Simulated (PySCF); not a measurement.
Species: B2FH3S.
SMILES with atom numbers: `[BH2:1][S:2][BH:3][F:4]` (hydrogens: H5, H6 on B1; H7 on B3)

Computed by this run: PBE0-D3(BJ)/def2-SVP geometry optimisation, gas phase (PySCF); density fitting, grid level 1; the optimiser is geomeTRIC in internal coordinates, started from a GFN2-xTB structure with every atom displaced at random (about 0.01 Å).

Step 1: E = -14941.0335 eV
```
atom  x, y, z in Å  |  force x, y, z in eV/Å
B1      1.2507    0.5568    0.0850    0.307   0.017   0.073
S2      0.1834   -0.2100    1.2977   -0.017  -0.035   0.071
B3     -1.3874   -0.3096    0.3830   -0.486  -0.125   0.241
F4     -2.4364   -0.8138    1.0258    0.443   0.178  -0.322
H5      0.8484    0.8610   -1.0042   -0.054   0.016  -0.063
H6      2.3985    0.7407    0.4293   -0.196  -0.007  -0.063
H7     -1.5087    0.0732   -0.7557    0.004  -0.044   0.064
```

Step 2: E = -14941.0385 eV
```
atom  x, y, z in Å  |  force x, y, z in eV/Å
B1      1.2549    0.5491    0.0866    0.001   0.040  -0.010
S2      0.1852   -0.2025    1.3112   -0.020   0.008   0.100
B3     -1.3877   -0.2913    0.3955   -0.218  -0.234  -0.023
F4     -2.4348   -0.8309    0.9954    0.269   0.144  -0.062
H5      0.8284    0.8385   -1.0011    0.016   0.003  -0.005
H6      2.3969    0.7478    0.4163   -0.046  -0.024  -0.013
H7     -1.4942    0.0876   -0.7430   -0.003   0.063   0.014
```

Step 3: E = -14941.0401 eV
```
atom  x, y, z in Å  |  force x, y, z in eV/Å
B1      1.2521    0.5477    0.0902   -0.153  -0.021  -0.046
S2      0.1789   -0.1956    1.3201    0.060   0.043  -0.041
B3     -1.3835   -0.2949    0.3856    0.051  -0.008   0.047
F4     -2.4133   -0.8379    0.9938   -0.100  -0.044   0.001
H5      0.8257    0.8199   -1.0042    0.036   0.003   0.045
H6      2.3883    0.7481    0.4162    0.098   0.016   0.029
H7     -1.4997    0.1111   -0.7408    0.008   0.013  -0.035
```

Task: Estimate the geometry and energy of step 4. (The exact step hangs on the optimiser's Hessian estimate; all steps are aligned on step 3, rigid shifts and turns removed.)

Result: E = -14941.0410 eV, largest force 0.063 eV/Å
```
atom  x, y, z in Å  |  force x, y, z in eV/Å
B1      1.2496    0.5507    0.0876   -0.031  -0.026  -0.008
S2      0.1808   -0.1897    1.3216   -0.003  -0.001  -0.008
B3     -1.3841   -0.3009    0.3912   -0.013   0.057  -0.024
F4     -2.4233   -0.8400    0.9892    0.012  -0.042   0.032
H5      0.8320    0.8258   -1.0076   -0.009   0.005   0.016
H6      2.3902    0.7430    0.4141    0.028   0.016   0.016
H7     -1.4965    0.1095   -0.7353    0.015  -0.008  -0.023
```

The energy changes by -0.0009 eV. The first-order estimate −F·Δx gives -0.0020 eV and the mean of the old and new forces, exact on a quadratic surface, -0.0006 eV. The step makes an angle of 67° with the force vector and moves no atom by more than 0.011 Å.

What follows is the cost of the whole optimisation. On one thread, Intel Xeon 6975P-C (x86_64), on a shared host, this took 7.6 s wall and 0.32 GiB of memory at its peak.
